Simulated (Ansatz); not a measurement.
Geometry optimisation, RKS BLYP-D4/def2-SVP in Ansatz 0.2.0.

Input:

```yaml
crystal:
  periodic: [false, false, false]
  atoms:
    - { symbol: Li, position_ang: [-2.0974, -0.5286, -0.5542] }
    - { symbol: "N", position_ang: [-0.1994, -0.4225, -0.5537] }
    - { symbol: C, position_ang: [0.1491, 0.9871, -0.7006] }
    - { symbol: C, position_ang: [0.3094, -0.9281, 0.7396] }
    - { symbol: H, position_ang: [-0.1634, 1.3521, -1.6894] }
    - { symbol: H, position_ang: [-0.2989, 1.6128, 0.1061] }
    - { symbol: H, position_ang: [1.3133, 1.1007, -0.6355] }
    - { symbol: H, position_ang: [0.21532, -1.29305, -0.94325] }
    - { symbol: H, position_ang: [-0.24, -0.355, 1.6127] }
    - { symbol: H, position_ang: [1.3439, -0.8852, 0.8591] }
basis:
  gaussian: { orbitals: def2-SVP }
hamiltonian:
  xc: blyp
  dispersion: d4
relax:
  f_tol: 0.02
  max_steps: 50
```

Launched with:

```bash
$ ansatz run input.yaml --threads 2 --pin off --max-ram 3072MiB --backend cpu --events-out ev --progress --plain --runs-dir out
```

**Question.** Where does it end, and by what steps?

**Answer.** The run converged. After 10 steps the energy has fallen by 2.215 eV; Li1 moved furthest, 0.98 Å. Joined: Li1–C4.

```json
{"step": "0", "energy less start (eV)": "0.0000", "largest force component (eV/Å)": "4.567", "accepted": "yes"}
{"step": "1", "energy less start (eV)": "-0.9594", "largest force component (eV/Å)": "1.946", "accepted": "yes"}
{"step": "2", "energy less start (eV)": "-1.4682", "largest force component (eV/Å)": "0.894", "accepted": "yes"}
{"step": "3", "energy less start (eV)": "-1.8266", "largest force component (eV/Å)": "0.661", "accepted": "yes"}
{"step": "4", "energy less start (eV)": "-2.0972", "largest force component (eV/Å)": "0.515", "accepted": "yes"}
{"step": "5", "energy less start (eV)": "-2.1831", "largest force component (eV/Å)": "0.555", "accepted": "yes"}
{"step": "6", "energy less start (eV)": "-2.2057", "largest force component (eV/Å)": "0.191", "accepted": "yes"}
{"step": "7", "energy less start (eV)": "-2.1624", "largest force component (eV/Å)": "0.882", "accepted": "no"}
{"step": "8", "energy less start (eV)": "-2.2145", "largest force component (eV/Å)": "0.107", "accepted": "yes"}
{"step": "9", "energy less start (eV)": "-2.2150", "largest force component (eV/Å)": "0.058", "accepted": "yes"}
{"step": "10", "energy less start (eV)": "-2.2153", "largest force component (eV/Å)": "0.017", "accepted": "yes"}
```

```xyz
10
Properties=species:S:1:pos:R:3
Li -1.794 -1.243 0.049
N -0.255 -0.296 -0.580
C 0.253 1.079 -0.770
C -0.053 -0.936 0.799
H 0.060 1.438 -1.805
H -0.275 1.760 -0.071
H 1.345 1.167 -0.557
H 0.217 -0.900 -1.268
H -0.152 -0.105 1.539
H 0.985 -1.324 0.906
```

Whether the end is a true minimum wasn't checked by a vibrational analysis.

The run took 22 s on 2 threads of Arm Neoverse V1, on a shared host, peak memory 0.15 GiB.
